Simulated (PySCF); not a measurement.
A structure optimised at PBE-D3(BJ)/def2-SVP, used in a PySCF frequency run:

```
Ge
H 1 1.5550
C 1 1.9658 2 111.03
H 3 1.1072 1 110.15 2 180.00
H 3 1.1080 4 108.76 1 121.16
H 3 1.1080 4 108.76 5 117.67
C 1 2.0016 2 115.16 3 -139.59
H 7 1.1108 1 120.03 2 24.16
H 7 1.1208 8 108.30 1 -128.00
N 7 1.4706 8 114.12 9 -130.50
H 10 1.0282 7 115.18 8 85.54
C 10 1.4706 11 115.18 7 -123.86
H 12 1.1108 10 114.12 11 -85.54
H 12 1.1208 13 108.30 10 -130.50
```
Charge 0, spin multiplicity 1.

Question: Write its SMILES, formula and point group.

Answer: [CH3][GeH]1[CH2]N[CH2]1, C3H9GeN, Cs

Question: What are its rotational constants (standard atomic weights)?

Answer: 6.7730, 2.4390, 2.2124 GHz
